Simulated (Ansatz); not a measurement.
One change: `BO[CH2][GeH3]` becomes `BOC[SiH2]C`.

Ansatz, PBE0-D4/def2-TZVP geometries, multiplicity 1. Each molecule was computed in one conformer, which needn't be the lowest.

Scalar relativity is left out up to krypton.

```
                                        property  `BO[CH2][GeH3]`
             HOMO energy (B3LYP/def2-TZVPP) / eV            -8.11
             LUMO energy (B3LYP/def2-TZVPP) / eV            -0.72
  size of the dipole moment (PBE/def2-TZVPP) / D             1.48
               LUMO energy (PBE/def2-TZVPP) / eV            -1.46
size of the dipole moment (B3LYP/def2-TZVPP) / D             1.46
              HOMO energy (PBE0/def2-TZVPP) / eV            -8.32
```

Problem. Give the same properties after the change, and the shifts. (An estimate is asked.)

Solution. Computed: 
| property | `BOC[SiH2]C` | shift |
| --- | --- | --- |
| HOMO energy (B3LYP/def2-TZVPP) / eV | -8.09 | 0.02 |
| LUMO energy (B3LYP/def2-TZVPP) / eV | -0.64 | 0.08 |
| size of the dipole moment (PBE/def2-TZVPP) / D | 1.50 | 0.02 |
| LUMO energy (PBE/def2-TZVPP) / eV | -1.38 | 0.08 |
| size of the dipole moment (B3LYP/def2-TZVPP) / D | 1.41 | -0.05 |
| HOMO energy (PBE0/def2-TZVPP) / eV | -8.29 | 0.03 |

Dipoles are sizes alone; their direction can turn.

B3LYP here is the variant with VWN-RPA as its local correlation; programs differ in this.
